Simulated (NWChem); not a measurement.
Species: C3H11OSi2, doublet; SMILES C[SiH]O[SiH](C)C

```xyz
17

C      0.9771    -2.5912     0.1615
Si    -0.7822    -1.8876     0.0889
O     -0.7510    -0.2311    -0.1967
Si    -0.1230     1.1900     0.4647
C     -1.0923     2.6260    -0.2574
C      1.7094     1.3178     0.0479
H      1.5394    -2.3108    -0.7553
H      0.9449    -3.6980     0.2280
H      1.5345    -2.2104     1.0411
H     -1.5386    -2.5054    -1.0678
H     -0.2962     1.1429     1.9636
H     -0.7329     3.5913     0.1549
H     -0.9804     2.6580    -1.3604
H     -2.1720     2.5320    -0.0246
H      2.1443     2.2505     0.4635
H      2.2787     0.4620     0.4645
H      1.8615     1.3281    -1.0509
```
Atoms are numbered in this order, from 1.

Program: NWChem. Spin-unrestricted. Coordinates come from a PBE-D3(BJ)/def2-SVP, spin-unrestricted optimisation. Not confirmed as a minimum by frequencies. No stability test was run on the SCF state. Fermi-contact couplings, non-relativistic, static geometry.

For level TPSSh/pcJ-1:

```yaml
A(iso) 13C atom 1 (MHz): 46.2
A(iso) 29Si atom 2 (MHz): -587
A(iso) 17O atom 3 (MHz): -18.5
A(iso) 1H atom 7 (MHz): 53.7
```

Q: What are these values for level BHandHLYP/pcJ-1?

A: The A(iso) 13C atom 1 (MHz) is 53.4 and the A(iso) 29Si atom 2 (MHz) is -641. The A(iso) 17O atom 3 (MHz) is -25.9 and the A(iso) 1H atom 7 (MHz) is 51.2.
